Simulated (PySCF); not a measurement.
**[ICl2]-: computed shieldings and shifts**

[ICl2]-, [Cl2I]-, point group D∞h.

Bonds: I1-Cl2 2.588 Å, I1-Cl3 2.588 Å.

Total charge -1.

GIAO calculations in PySCF 2.14.0 with density-fitted response routines on the PBE0-D3(BJ)/def2-SVP structure: isolated species, scalar relativity only through the core potential, equivalent atoms averaged; basis pcSseg-1 (def2-TZVP on I).

Q: Give the isotropic shieldings (ppm) with B3LYP, PBE0.

A: 
```json
{"atoms": "Cl2/Cl3", "environment": "chlorine bonded to I", "B3LYP": "945", "PBE0": "954"}
{"atoms": "HOMO–LUMO gap (eV)", "environment": "–", "B3LYP": "4.40", "PBE0": "4.83"}
```

Q: And the chemical shifts, against references computed in the same way?

A: 
| atoms | nucleus, reference | B3LYP | PBE0 |
| --- | --- | --- | --- |
| Cl2/Cl3 | ³⁵Cl, HCl | -14 | -10 |

Q: Which part of the shielding of Cl2/Cl3 depends on the functional?

A: Diamagnetic: B3LYP 1148, PBE0 1148 ppm; paramagnetic: B3LYP -204, PBE0 -194 ppm. The diamagnetic part, set mainly by inner electrons, hardly moves; the paramagnetic part goes with low-lying magnetically allowed excitations and carries the spread.

I is described by an effective core potential, so it has no shielding of its own here; spin–orbit effects on the atoms bonded to it, which can be large, are absent, and the values of these neighbours are rough.
